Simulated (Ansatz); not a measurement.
In20, relaxed as a singlet with RKS PBE-D4/def2-SVP in Ansatz, starting from a model built from a lattice or polyhedron. Force threshold 0.03 eV/Å.

In the def2 sets In takes a core potential; there is no spin–orbit coupling. Single mean-field runs in def2-SVP are fitted with def2-universal-jkfit. The restricted singlet is unstable towards broken spin symmetry in Hartree–Fock (as tested in another run); at PBE-D4/def2-SVP this wasn't settled.

Start:

Cartesian coordinates in Å:
```
In -6.3575 4.2155 -0.1653
In -3.9381 2.4080 0.6901
In -3.6303 1.4583 3.6671
In -1.1911 -0.3553 4.4902
In -0.8928 -1.2871 7.4899
In -4.2212 3.3659 -2.3242
In -1.8035 1.5581 -1.4763
In -1.4929 0.5819 1.5198
In 0.9043 -1.1816 2.3529
In 1.2421 -2.1619 5.3383
In -2.0792 2.5074 -4.5018
In 0.3612 0.6695 -3.6477
In 0.6239 -0.2466 -0.6562
In 3.0766 -2.0541 0.1824
In 3.3740 -3.0127 3.1735
In 0.0444 1.6465 -6.6187
In 2.4857 -0.1844 -5.7794
In 2.7786 -1.1173 -2.7761
In 5.2073 -2.9401 -1.9789
In 5.5086 -3.8701 1.0203
```

```csv
step,energy (eV),largest force component (eV/Å),SCF passes
1,-103499.6199,0.326,79
2,-103500.0149,0.173,37
3,-103500.1195,0.103,39
4,-103500.1343,0.051,33
5 (rejected),-103500.0556,0.297,37
6,-103500.1420,0.029,31
7,-103500.1435,0.083,29
8,-103500.1478,0.026,31
9,-103500.1592,0.037,34
10,-103500.1727,0.041,37
11,-103500.1856,0.065,36
14,-103500.2377,0.097,30
17,-103500.3302,0.042,30
20,-103500.4949,0.100,39
23,-103500.8361,0.110,37
26,-103501.1361,0.092,36
29,-103501.3661,0.118,34
32,-103501.5811,0.091,34
35,-103501.7767,0.106,36
38,-103501.9650,0.099,34
41,-103502.1437,0.103,37
44,-103502.4989,0.105,34
47,-103502.8893,0.188,34
50,-103503.2333,0.134,35
53,-103503.4585,0.126,35
56,-103503.5195,0.029,28
58,-103503.5287,0.026,28
```

Force components are those of the run's own axes.

End:

Cartesian coordinates in Å:
```
In -4.869 1.045 0.457
In -1.611 2.942 2.358
In -4.351 1.771 3.509
In -2.234 -0.155 1.812
In -1.662 0.816 4.865
In -2.653 2.898 -0.422
In -2.564 -0.371 -1.227
In -0.001 1.553 0.105
In -0.133 -1.901 0.669
In 0.746 0.079 3.093
In -1.022 2.091 -2.902
In 0.380 -0.593 -2.131
In 2.572 0.251 0.466
In 2.017 -2.942 -1.012
In 2.722 -2.175 2.376
In -1.306 -0.155 -5.070
In 1.542 0.946 -4.776
In 3.338 0.011 -2.530
In 4.831 -1.602 -0.367
In 4.257 -4.509 0.725
```

Bonds lost: In1–In2, In2–In7, In3–In8, In7–In13 (atoms count from 1). Bonds formed: In1–In3, In1–In4, In1–In7, In2–In4, In2–In5, In3–In5, In4–In7, In6–In8 (atoms count from 1).

The force fell under the threshold at step 6, but the optimiser went on and released 3.387 eV more. No frequencies were taken in this run, so the end may be a saddle point.

Hardware: 4 threads of AMD EPYC 7R13 on a shared host and a share (37 GiB) of an NVIDIA H100 80GB HBM3. Wall time 5.1 min, peak host memory 1.3 GiB.
